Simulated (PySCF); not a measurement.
# Spin-rotation constants: SMILES B[AsH]C(C)(C)C, C$_{4}$H$_{12}$AsB

Molfile (atoms numbered from 1):
```
C4H12AsB
     RDKit          3D

 18 17  0  0  0  0  0  0  0  0999 V2000
    2.2950   -0.6449    0.8708 B   0  0  0  0  0  0  0  0  0  0  0  0
    1.0310    0.7697    0.3580 As  0  0  0  0  0  3  0  0  0  0  0  0
   -0.7464   -0.0982    0.0386 C   0  0  0  0  0  0  0  0  0  0  0  0
   -1.6785    0.9755   -0.5184 C   0  0  0  0  0  0  0  0  0  0  0  0
   -1.2513   -0.5899    1.3924 C   0  0  0  0  0  0  0  0  0  0  0  0
   -0.6316   -1.2586   -0.9453 C   0  0  0  0  0  0  0  0  0  0  0  0
    3.4627   -0.5195    0.5910 H   0  0  0  0  0  0  0  0  0  0  0  0
    1.9465   -1.5353    1.6098 H   0  0  0  0  0  0  0  0  0  0  0  0
    1.4636    1.0656   -1.0658 H   0  0  0  0  0  0  0  0  0  0  0  0
   -2.6812    0.5481   -0.6930 H   0  0  0  0  0  0  0  0  0  0  0  0
   -1.7883    1.8213    0.1773 H   0  0  0  0  0  0  0  0  0  0  0  0
   -1.3152    1.3711   -1.4801 H   0  0  0  0  0  0  0  0  0  0  0  0
   -1.3547    0.2358    2.1134 H   0  0  0  0  0  0  0  0  0  0  0  0
   -2.2437   -1.0574    1.2723 H   0  0  0  0  0  0  0  0  0  0  0  0
   -0.5800   -1.3443    1.8304 H   0  0  0  0  0  0  0  0  0  0  0  0
   -1.6314   -1.6878   -1.1382 H   0  0  0  0  0  0  0  0  0  0  0  0
    0.0102   -2.0611   -0.5517 H   0  0  0  0  0  0  0  0  0  0  0  0
   -0.2166   -0.9343   -1.9119 H   0  0  0  0  0  0  0  0  0  0  0  0
  1  2  1  0
  2  3  1  0
  3  4  1  0
  3  5  1  0
  3  6  1  0
  1  7  1  0
  1  8  1  0
  2  9  1  0
  4 10  1  0
  4 11  1  0
  4 12  1  0
  5 13  1  0
  5 14  1  0
  5 15  1  0
  6 16  1  0
  6 17  1  0
  6 18  1  0
M  END
```

Method: GIAO BHandHLYP/pcSseg-1 magnetisability, rotational g tensor and spin-rotation constants, non-relativistic, gas phase in PySCF. Geometry: PBE0-D3(BJ)/def2-SVP.

The calculation is non-relativistic, which matters for the atoms heavier than Zn.

Task: Give the nuclear spin-rotation constants along the inertial axes (H = +C I·J) beside the isotropic shieldings.

Result: Rotational constants 3.3672, 1.6906, 1.5188 GHz. A star marks the isotopologue with that one atom substituted, in its own axes.
| atom | isotope | Caa (kHz) | Cbb (kHz) | Ccc (kHz) | mean (kHz) | σ (ppm) |
| --- | --- | --- | --- | --- | --- | --- |
| B1 | 11B | 1.576 | 0.725 | 0.404 | 0.902 | 4.5 |
| As2 | 75As | 4.531 | 2.862 | 2.648 | 3.347 | 1353.0 |
| H7 | 1H | 0.306 | -0.138 | -0.075 | 0.031 | 22.4 |
| H8 | 1H | -0.197 | 0.092 | -0.053 | -0.052 | 22.3 |
| H9 | 1H | -0.346 | -0.118 | 0.034 | -0.144 | 27.2 |
| H10 | 1H | 0.078 | -0.174 | -0.178 | -0.091 | 30.5 |
| H11 | 1H | -0.353 | -0.096 | -0.039 | -0.163 | 30.0 |
| H12 | 1H | -0.357 | -0.125 | -0.018 | -0.167 | 30.2 |
| H13 | 1H | -0.348 | -0.111 | -0.029 | -0.163 | 30.0 |
| H14 | 1H | 0.071 | -0.182 | -0.164 | -0.092 | 30.3 |
| H15 | 1H | -0.212 | -0.023 | -0.153 | -0.130 | 29.4 |
| H16 | 1H | 0.075 | -0.180 | -0.168 | -0.091 | 30.4 |
| H17 | 1H | -0.249 | -0.004 | -0.173 | -0.142 | 30.1 |
| H18 | 1H | -0.360 | -0.141 | 0.004 | -0.166 | 30.0 |
| C3 | 13C* | 0.532 | 0.306 | 0.279 | 0.372 | 147.2 |
| C4 | 13C* | 0.559 | 0.253 | 0.288 | 0.366 | 150.7 |

For the geometry as given, no vibrational averaging.

Task: How do the rotational constants and the g tensor change when H7, H8, H9, H10, H11, H12, H13, H14, H15, H16, H17, H18 are replaced by deuterium?

Result: Constants 2.5914, 1.3931, 1.2594 GHz; g -0.0159, -0.0120, -0.0056, against -0.0203, -0.0139, -0.0074 before.
